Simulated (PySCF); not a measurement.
# Heteronuclear NMR

Atoms are numbered as in `[CH2:1]=[CH:2][n:3]1[n:4][n:5][c:6]([CH3:7])[c:8]1[SiH3:9]`; H(Xn) means a hydrogen on atom n. Ha(C1) is cis to N3; Hb(C1) is trans to N3.

- GFN2-xTB geometry
- PBE0/pcSseg-1 with gauge-including orbitals
- program: PySCF 2.14.0 with density-fitted response routines
- one conformer, no solvent, non-relativistic, fast rotation and ring inversion assumed for equivalent nuclei

Q: What are the 29Si shifts?

A: 
```json
{"atoms": "Si9", "environment": "silicon bonded to C, 3 H", "σ (ppm)": "442.2", "δ (ppm)": "-83.5"}
```

Shieldings were converted by a linear fit to measured shifts: 29Si: δ = 279.94 − 0.822σ (rms 8.9 ppm, 72 shifts, 25.8 ppm with the 6 outliers that the fit left out vs TMS, solution or neat liquid). A few per cent of atoms miss by over 2 rms, more outside the fitted compound classes.

On a 400 MHz spectrometer 29Si resonates near 79.5 MHz, so 1 ppm is 79.5 Hz.

Q: Where does 15N resonate?

A: 
```csv
atoms,environment,σ (ppm),δ (ppm)
N4,pyridine-type nitrogen of an azole,-134.2,-24.5
N5,pyridine-type nitrogen of an azole,-122.5,-35.2
N3,pyrrole-type ring nitrogen,-21.9,-127.9
```

Shieldings were converted by a linear fit to measured shifts: 15N (scatter 6.3 ppm rms vs CH3NO2, solution or neat liquid). A few per cent of atoms miss by over 2 rms, more outside the fitted compound classes.

On a 600 MHz spectrometer 15N resonates near 60.8 MHz, so 1 ppm is 60.8 Hz.
